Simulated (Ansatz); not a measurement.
Consider the formal hydrolysis of the Si–N bond: `BN[SiH2]C=C` + H₂O → `C=C[SiH2]O` + `BN`.

Computed with Ansatz on PBE0-D4/def2-TZVP structures; ΔE is electronic, products minus reactants. CBS: MP2 limit from def2 TZ/QZ plus the TZ coupled-cluster correction, frozen cores. This one scheme is used for every species. Functionals use def2-TZVPP. One conformer a species, not always the lowest.

```tsv
species	PBE-D4 energy (Eh)
`BN[SiH2]C=C`	-449.84801
H₂O	-76.38027
`C=C[SiH2]O`	-444.29262
`BN`	-81.95317
```

Work out ΔE.

ΔE = (-444.29262) + (-81.95317) − (-449.84801) − (-76.38027) = -0.01751 Eh = -0.48 eV. CCSD(T)/CBS gives -0.44 eV.

What do rigid-rotor, harmonic-oscillator terms from PBE0-D4/def2-TZVP frequencies (298.15 K, 1 bar) make of the CCSD(T)/CBS value? (Best estimate.)

Computed: ΔZPE = +0.04 eV, ΔH = -0.42 eV, ΔS = 6 J/(mol·K), ΔG = -0.44 eV.

Largest T1 diagnostic among the species: 0.012.

Leaving LDA and LC-ωPBE aside and taking each functional with its dispersion term where it has one, the values, not all of them listed here, spread over 0.10 eV, from B97M-V to revPBE-D4. At CCSD(T), def2-SVP lies −0.05 eV from the extrapolated value and def2-TZVPP −0.03 eV. The D4 term adds +0.06 eV with B3LYP and +0.04 eV with PBE0; it sums over pairs of atoms, weighted by their polarisabilities, and B3LYP, whose exchange is more repulsive, gets the larger term.

B3LYP here is the variant with VWN-RPA as its local correlation; programs differ in this.
